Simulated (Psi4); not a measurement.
F5Ta (SMILES [F][Ta]([F])([F])([F])[F]), singlet, geometry from GFN2-xTB (such geometries of metal compounds can be far from the true shape) (core potentials on Ta); HF/def2-SVPD in Psi4.

The Psi4 input:
```
memory 2 GB

molecule mol {
0 1
  Ta   -0.000000    0.000000   -0.000000
  F     1.177283   -0.702914    1.159289
  F    -1.177283    0.702914   -1.159289
  F     0.100684    1.595988    0.865452
  F     1.135453   -0.362868   -1.373097
  F    -1.236137   -1.233120    0.507645
}

set basis def2-svpd
set reference rhf

energy('scf')
print_variables()
```

What the program printed (banner, timings and long lists left out):

```
   => Loading Basis Set <=

    Name: DEF2-SVPD
    Role: ORBITAL
    Keyword: BASIS

    !!!  WARNING: ECP capability is in beta. Please check occupations closely.  !!!

         ---------------------------------------------------------
                                   SCF
               by Justin Turney, Rob Parrish, Andy Simmonett
                          and Daniel G. A. Smith
                              RHF Reference
         ---------------------------------------------------------

  ==> Geometry <==

    Molecular point group: c1
    Full point group: C1

    Geometry (in Angstrom), charge = 0, multiplicity = 1:

       Center              X                  Y                   Z               Mass
    ------------   -----------------  -----------------  -----------------  -----------------
         TA           0.000000000000     0.000000000000     0.000000000000   180.947995800000
         F            1.177283000000    -0.702914000000     1.159289000000    18.998403162730
         F           -1.177283000000     0.702914000000    -1.159289000000    18.998403162730
         F            0.100684000000     1.595988000000     0.865452000000    18.998403162730
         F            1.135453000000    -0.362868000000    -1.373097000000    18.998403162730
         F           -1.236137000000    -1.233120000000     0.507645000000    18.998403162730

  Running in c1 symmetry.

  Rotational constants: A =      0.08946  B =      0.07778  C =      0.07778 [cm^-1]
  Rotational constants: A =   2681.84481  B =   2331.88789  C =   2331.88750 [MHz]
  Nuclear repulsion =  324.517574118780487

  Charge       = 0
  Multiplicity = 1
  Electrons    = 58
  Nalpha       = 29
  Nbeta        = 29

  ==> Algorithm <==

  SCF Algorithm Type is DF.
  DIIS enabled.
  MOM disabled.
  Fractional occupation disabled.
  Guess Type is SAD.
  Energy threshold   = 1.00e-06
  Density threshold  = 1.00e-06
  Integral threshold = 1.00e-12

  ==> Primary Basis <==

  Basis Set: DEF2-SVPD
    Blend: DEF2-SVPD
    Number of shells: 58
    Number of basis functions: 150
    Number of Cartesian functions: 165
    Spherical Harmonics?: true
    Max angular momentum: 3

  Core potential: DEF2-SVPD
    Number of shells: 4
    Number of ECP primitives: 10
    Number of ECP core electrons: 60
    Max angular momentum: 3

   => Loading Basis Set <=

    Name: (DEF2-SVPD AUX)
    Role: JKFIT
    Keyword: DF_BASIS_SCF

  ==> Integral Setup <==

  SCF_SUBTYPE=INCORE selected. In-core MEM_DF algorithm will be used.
  Using in-core AOs.

  ==> MemDFJK: Density-Fitted J/K Matrices <==

    J tasked:                   Yes
    K tasked:                   Yes
    wK tasked:                   No
    Algorithm:                 Core
    Schwarz Cutoff:           1E-12
    Mask sparsity (%):       0.9956
    Fitting Condition:        1E-10

   => Auxiliary Basis Set <=

  Basis Set: (DEF2-SVPD AUX)
    Blend: DEF2-UNIVERSAL-JKFIT
    Number of shells: 170
    Number of basis functions: 612
    Number of Cartesian functions: 806
    Spherical Harmonics?: true
    Max angular momentum: 6

  Minimum eigenvalue in the overlap matrix is 1.0352874256E-03.
  Reciprocal condition number of the overlap matrix is 1.3721089535E-04.
    Using symmetric orthogonalization.

  ==> Pre-Iterations <==

  SCF Guess: Superposition of Atomic Densities via on-the-fly atomic UHF (no occupation information).

   -------------------------
    Irrep   Nso     Nmo
   -------------------------
     A        150     150
   -------------------------
    Total     150     150
   -------------------------

  ==> Iterations <==

                           Total Energy        Delta E     RMS |[F,P]|

   @DF-RHF iter SAD:  -551.81814624337699   -5.51818e+02   0.00000e+00
   @DF-RHF iter   1:  -553.19448731815169   -1.37634e+00   6.20535e-03 ADIIS/DIIS
   @DF-RHF iter   2:  -553.33467394085199   -1.40187e-01   4.96413e-03 ADIIS/DIIS
   @DF-RHF iter   3:  -553.51671947167540   -1.82046e-01   3.21376e-04 ADIIS/DIIS
   @DF-RHF iter   4:  -553.51836131124958   -1.64184e-03   7.97559e-05 DIIS
   @DF-RHF iter   5:  -553.51848455504410   -1.23244e-04   3.83593e-05 DIIS
   @DF-RHF iter   6:  -553.51850985849512   -2.53035e-05   9.96904e-06 DIIS
   @DF-RHF iter   7:  -553.51851226628276   -2.40779e-06   1.93018e-06 DIIS
   @DF-RHF iter   8:  -553.51851236316838   -9.68856e-08   4.67292e-07 DIIS
  Energy and wave function converged.

  ==> Post-Iterations <==

    Orbital Energies [Eh]
    ---------------------

    Doubly Occupied:

[...]
    Virtual:

[...]
     150A    643.892560

    Final Occupation by Irrep:
              A
    DOCC [    29 ]
    NA   [    29 ]
    NB   [    29 ]

  @DF-RHF Final Energy:  -553.51851236316838

   => Energetics <=

    Nuclear Repulsion Energy =            324.5175741187804874
    One-Electron Energy =               -1436.9040562560089711
    Two-Electron Energy =                 558.8679697740601569
    Total Energy =                       -553.5185123631683837

Computation Completed

Properties will be evaluated at   0.000000,   0.000000,   0.000000 [a0]

Properties computed using the SCF density matrix

 Multipole Moments:

 ------------------------------------------------------------------------------------
     Multipole            Electronic (a.u.)      Nuclear  (a.u.)        Total (a.u.)
 ------------------------------------------------------------------------------------

 L = 1.  Multiply by 2.5417464519 to convert [e a0] to [Debye]
 Dipole X            :          0.0000182            0.0000000            0.0000182
 Dipole Y            :          0.0000024            0.0000000            0.0000024
 Dipole Z            :         -0.0000098           -0.0000000           -0.0000098
 Magnitude           :                                                    0.0000208

 ------------------------------------------------------------------------------------

  Variable Map:
  ----------------------------------------------------------------------------
[...]
  Array Variable Map:
  ----------------------------------------------------------------------------
[...]
[...]
```
